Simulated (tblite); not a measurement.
Compound: C7H9F.
Atom-mapped SMILES: `[CH2:1]=[C:2]([CH3:3])/[CH:4]=[CH:5]\[C:6](=[CH2:7])[F:8]` (hydrogens: H9, H10 on C1; H11, H12, H13 on C3; H14 on C4; H15 on C5; H16, H17 on C7)

Computed with GFN2-xTB (tblite), gas phase: Langevin dynamics at 300 K from the optimised GFN2-xTB geometry, time step 0.5 fs, friction 0.01 fs⁻¹, 2000 steps.

Start geometry:
```
atom  x, y, z in Å
C1     -2.503    0.779    0.721
C2     -1.351    0.373    0.182
C3     -1.312   -0.807   -0.743
C4     -0.142    1.136    0.453
C5      1.148    0.783    0.352
C6      1.735   -0.522    0.107
C7      2.914   -0.741   -0.466
F8      1.045   -1.591    0.573
H9     -2.554    1.623    1.388
H10    -3.428    0.259    0.535
H11    -2.254   -0.891   -1.281
H12    -0.502   -0.712   -1.463
H13    -1.163   -1.728   -0.182
H14    -0.336    2.160    0.749
H15     1.896    1.554    0.494
H16     3.503    0.075   -0.840
H17     3.297   -1.738   -0.587
```

The statistics below take the 31 frames saved every 25 fs from 250 to 1000 fs; their kinetic temperature (all 3N coordinates) averages 285 K.

Q: How do the bond lengths spread?

A: 
```tsv
bond	start (Å)	mean (Å)	standard deviation (Å)	shortest (Å)	longest (Å)
C1=C2	1.335	1.336	0.022	1.289	1.377
C2–C3	1.500	1.511	0.029	1.455	1.587
C2–C4	1.455	1.467	0.030	1.417	1.525
C4=C5	1.341	1.340	0.021	1.290	1.384
C5–C6	1.452	1.447	0.021	1.393	1.501
C6=C7	1.329	1.332	0.018	1.288	1.365
C6–F8	1.355	1.363	0.029	1.313	1.421
C1–H9	1.077	1.078	0.023	1.028	1.122
C1–H10	1.076	1.080	0.031	1.015	1.128
C3–H11	1.088	1.091	0.034	1.027	1.165
C3–H12	1.088	1.092	0.032	1.034	1.167
C3–H13	1.088	1.089	0.026	1.031	1.132
C4–H14	1.084	1.089	0.035	1.025	1.169
C5–H15	1.083	1.093	0.036	1.020	1.160
C7–H16	1.073	1.080	0.027	1.039	1.151
C7–H17	1.075	1.079	0.030	1.026	1.137
```

Q: How far does each atom move about its mean position (frames aligned on the start, all atoms weighted alike), and what rms force does it feel?

A: 
| atom | rms displacement (Å) | rms force (eV/Å) |
| --- | --- | --- |
| C1 | 0.28 | 1.84 |
| C2 | 0.10 | 2.04 |
| C3 | 0.23 | 1.85 |
| C4 | 0.19 | 1.86 |
| C5 | 0.19 | 1.84 |
| C6 | 0.15 | 1.77 |
| C7 | 0.28 | 1.54 |
| F8 | 0.36 | 0.90 |
| H9 | 0.44 | 0.95 |
| H10 | 0.41 | 1.20 |
| H11 | 0.71 | 1.18 |
| H12 | 0.90 | 1.11 |
| H13 | 0.75 | 1.03 |
| H14 | 0.35 | 1.12 |
| H15 | 0.32 | 1.21 |
| H16 | 0.43 | 0.93 |
| H17 | 0.42 | 1.12 |

The displacements run from 0.10 to 0.90 Å, the largest at H12.

Q: Follow the torsions C1–C2–C4–C5 and C4–C5–C6–C7 through every second one of these frames.

A: 
```
t (fs)  C1–C2–C4–C5 (°)  C4–C5–C6–C7 (°)
   250              149              117
   300              157              130
   350              154              127
   400              153              133
   450              171              178
   500              144              167
   550              149              163
   600              156              175
   650              129              158
   700              131              176
   750              116              174
   800              106              168
   850              122              164
   900              135              166
   950              117              151
  1000              101              139
```

Largest departure from the start value over all these frames: C1–C2–C4–C5 59° (start 160°), C4–C5–C6–C7 36° (start 153°).

Q: How widely does the potential energy scatter, against a harmonic estimate?

A: Mean 0.56 eV above the start, standard deviation 0.118 eV, range 0.29 to 0.81 eV. For 45 classical harmonic modes at 300 K the canonical values are 45kT/2 = 0.58 eV and kT·√(45/2) = 0.123 eV.

The run is classical and short, so these are rough statistics of one trajectory.

The cost below is that of the whole dynamics run. Time: 12 s wall; peak memory 0.18 GiB. Hardware: an Arm Neoverse V1 with one thread, shared host.
